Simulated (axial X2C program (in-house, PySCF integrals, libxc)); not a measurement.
## How the levels of NNdO⁻ (f(δφ)1 s1 f(π)0 orbitals) move with the bond length

Computed with an in-house all-electron X2C program for linear molecules (integrals from PySCF): two-component X2C with atomic mean-field Coulomb and Gaunt terms, basis N dyall-v3z, Nd dyall-v3z, O dyall-v3z (cores contracted in-house). Orbitals come from Hartree–Fock averaged over the configuration Nd f(δφ)1 s1 f(π)0; CI then distributes these electrons over the f(δφ), s, f(π) shells of Nd.

At N–Nd–O held linear, bonds 1.662 and 1.720 Å (the second held):

```
Ω  energy (cm⁻¹)     g∥   configuration
2              0   2.15  100% f(δφ)1 s1
3             54   6.17  100% f(δφ)1 s1
4           3174  10.00  100% f(δφ)1 s1
3           3244   6.00  100% f(δφ)1 s1
1           3414   0.02  100% f(δφ)1 s1
2           3482   4.02  100% f(δφ)1 s1
3           5969   7.84  100% f(δφ)1 s1
2           6031   3.84  100% f(δφ)1 s1
```

g∥ is the magnitude of 2⟨Lz + ge Sz⟩ for the +Ω component. The lowest 14 levels at most are listed.

At N–Nd–O held linear, bonds 1.870 and 1.720 Å (the second held):

```json
{"Ω": "2", "energy (cm⁻¹)": "0", "g∥": "2.20", "configuration": "100% f(δφ)1 s1"}
{"Ω": "3", "energy (cm⁻¹)": "64", "g∥": "6.21", "configuration": "100% f(δφ)1 s1"}
{"Ω": "4", "energy (cm⁻¹)": "3789", "g∥": "10.00", "configuration": "100% f(δφ)1 s1"}
{"Ω": "3", "energy (cm⁻¹)": "3877", "g∥": "6.00", "configuration": "100% f(δφ)1 s1"}
{"Ω": "1", "energy (cm⁻¹)": "4246", "g∥": "0.07", "configuration": "100% f(δφ)1 s1"}
{"Ω": "2", "energy (cm⁻¹)": "4326", "g∥": "4.08", "configuration": "100% f(δφ)1 s1"}
{"Ω": "3", "energy (cm⁻¹)": "8137", "g∥": "7.79", "configuration": "100% f(δφ)1 s1"}
{"Ω": "2", "energy (cm⁻¹)": "8212", "g∥": "3.79", "configuration": "100% f(δφ)1 s1"}
```

The lowest level lies 3867 cm⁻¹ above the lowest at the first distance.

Q: How does the gap from the lowest to the fifth level change between the two distances?

A: From 3414 to 4246 cm⁻¹, a factor of 1.24.

There is no dynamic correlation: spin–orbit spacings and, for f shells, spacings inside one term are the most reliable numbers, splittings between terms come out too wide, and energies between configurations are not reliable, so the lowest level need not be the ground state of the molecule. At most 6 roots were kept for each Ω > 0 (twice that for Ω = 0) within 3.5 eV of the lowest, so higher up levels can be missing between those listed; levels with Ω > 0 are doubly degenerate and listed once, Ω = 0 levels singly. States that fill the shells left empty in the average are placed too high. For an anion, levels above electron detachment are held by the basis set. The molecule was held linear; bending was not examined.
